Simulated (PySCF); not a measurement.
Input of a run (PBE0-D3(BJ)/def2-SVP geometry optimisation, gas phase (PySCF 2.14.0)), started from GFN2-xTB:
```
{"job": {"xc": "PBE0", "basis": "def2-SVP", "d3": "d3bj", "grid": 1, "maxiter": 30, "shake": 0.01, "kind": "geom"}, "charge": 0, "multiplicity": 1}
C     -0.386160    -1.238980    -1.415200
Si    -0.006850    -0.005200    -0.003910
C     -0.012070     1.783230    -0.684010
C     -1.286560    -0.152670     1.366730
C      1.713280    -0.422220     0.711010
H     -1.383580    -0.998740    -1.855540
H     -0.409150    -2.243640    -1.070010
H      0.342490    -1.142510    -2.222390
H      0.240630     2.507270     0.125740
H     -0.960820     2.055470    -1.079160
H      0.737630     1.904750    -1.453270
H     -2.306250     0.076230     1.000840
H     -1.379230    -1.150260     1.769490
H     -1.133670     0.528590     2.198680
H      1.741830    -1.437120     1.117350
H      2.492600    -0.322710    -0.025320
H      1.979390     0.270340     1.529150
```

Output (energies in Eh, forces in Eh/bohr):
```
step   0  E = -448.66371516  max force = 0.037064
step   1  E = -448.66800122  max force = 0.005416
step   2  E = -448.66858137  max force = 0.002613
step   3  E = -448.66877490  max force = 0.000909
step   4  E = -448.66883633  max force = 0.000655
step   5  E = -448.66887507  max force = 0.000596
step   6  E = -448.66890548  max force = 0.000367
step   7  E = -448.66893911  max force = 0.000493
step   8  E = -448.66896387  max force = 0.000689
step   9  E = -448.66897517  max force = 0.000416
optimisation converged
```

**Question.** Summarise the run.

**Answer.** The energy falls by 3.3 kcal/mol over 10 energy and gradient evaluations, the largest force component goes from 0.0371 to 4.2e-04 Eh/bohr, and the atoms move by 0.032 Å rms after alignment. Among the bonds, C1–H7 and C3–H10 change most and about equally (+0.039 Å). Bonds longer at the end by more than 0.005 Å: 8 of 16; shorter: 6. Among the angles that change most is H12–C4–H13, from 103.6° to 107.7°. The energy never rose by more than 1e-6 Eh on the way. The first step brought 81 % of the lowering.

**Question.** What are the final bond lengths?

**Answer.** C1–Si2 1.884 Å, Si2–C3 1.885 Å, Si2–C4 1.884 Å, Si2–C5 1.884 Å, C1–H6 1.102 Å, C1–H7 1.102 Å, C1–H8 1.102 Å, C3–H9 1.102 Å, C3–H10 1.102 Å, C3–H11 1.102 Å, C4–H12 1.102 Å, C4–H13 1.102 Å, C4–H14 1.102 Å, C5–H15 1.102 Å, C5–H16 1.102 Å, C5–H17 1.102 Å. Numbering counts from 1 in the input's order; the species is `[Si](C)(C)(C)C`.

The run used 134 basis functions and 57 SCF cycles in all.

Not checked by PBE0-D3(BJ)/def2-SVP frequencies.
